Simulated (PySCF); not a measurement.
iodoethene (C₂H₃I), SMILES C=CI. Atoms are numbered in the order given.

```xyz
6

C      0.3313     2.4451     0.0000
C     -0.5315     1.4459     0.0000
I      0.0271    -0.5790     0.0000
H      1.4025     2.2961     0.0000
H     -0.0315     3.4669     0.0000
H     -1.6037     1.5779     0.0000
```
Charge 0, spin multiplicity 1.

Geometry optimised at B3LYP-D3(BJ)/def2-TZVP. The def2 effective core potentials stand for the cores of I; spin–orbit coupling is left out.

Method: PBE/def2-TZVPD run with PySCF.

Mulliken values depend strongly on the basis, most of all with diffuse functions as here. ESP charges are fitted to the potential on shells at 1.4 to 2.0 van der Waals radii. Atomic charges (e):

```csv
atom,Mulliken,ESP fit
C1,-0.57,-0.28
C2,-0.10,-0.23
I3,-0.05,-0.03
H4,0.22,0.18
H5,0.19,0.16
H6,0.32,0.21
```
